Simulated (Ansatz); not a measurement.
An input meant for TeOCl2 (TeCl₂O) (charge 0, singlet).

```yaml
crystal:
  periodic: [false, false, false]
  atoms:
    - {symbol: Te, position_ang: [0.156395, 0.001958, 0.730595]}
    - {symbol: O, position_ang: [1.840750, -0.030116, 0.020801]}
    - {symbol: Cl, position_ang: [-0.968704, 1.832134, -0.386957]}
    - {symbol: Cl, position_ang: [-1.028440, -1.803976, -0.364438]}
basis:
  gaussian: {orbitals: def2-TZVP, fitting: {mean_field: def2-universal-jkfit}}
hamiltonian: {xc: {name: wB97M-V}, dispersion: d4}
scf: {lower_state_search: light}
```

```sh
$ ansatz run in.yaml --threads 4 --pin off --events-out ev --progress --plain --max-ram 3916MiB
```

Shortened log:

```
Error: invalid value for `hamiltonian.dispersion`: no damping is tabulated for this functional; type it, or the functional that lends it
```

Question: Something in this input is off. What?

Answer: The program holds no damping parameters for this pairing of functional and dispersion term, so they'd have to be typed. The input was rejected before any iteration.
